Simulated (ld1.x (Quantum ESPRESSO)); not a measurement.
**Configuration tests for I (TM)**

ld1.x (Quantum ESPRESSO) 7.5 input, shortened:

```
&input
   title='I', zed=53., rel=1, dft='PBE', iswitch=3,
   config='[Kr] 4d10 5s1.5 5p5.5'
 /
 &inputp
   pseudotype=2, tm=.true., lloc=0,
   nlcc=.false.
 /
3
5P  2  1   5.50   0.00  2.10  2.10  0.0
4D  3  2  10.00   0.00  1.00  1.00  0.0
5S  1  0   1.50   0.00  1.30  1.30  0.0
 &test
   configts(1)='4d10 5s1.5 5p5.5'
 /
```

Energies are relative to the spin-unpolarised reference configuration 4d10 5s1.5 5p5.5; without spin polarisation the order of configurations can differ from experiment.

(1) Give the all-electron excitation energy and the error of the potential for: 4d10 5s2 5p5; 4d10 5s2 5p4; 4d10 5s2 5p3; 4d10 5s1 5p5; 4d10 5s1 5p6; 4d9 5s2 5p6; 4d9 5s2 5p5.

Answers

(1)

```tsv
valence configuration	charge	ΔE all-electron (eV)	error AE − PS (meV)
4d10 5s2 5p5	0	-5.184	-1.3
4d10 5s2 5p4	+1	5.947	-7.9
4d10 5s2 5p3	+2	25.793	-13
4d10 5s1 5p5	+1	16.927	-2.0
4d10 5s1 5p6	0	5.230	-3.2
4d9 5s2 5p6	0	40.678	-69
4d9 5s2 5p5	+1	53.063	+67
```
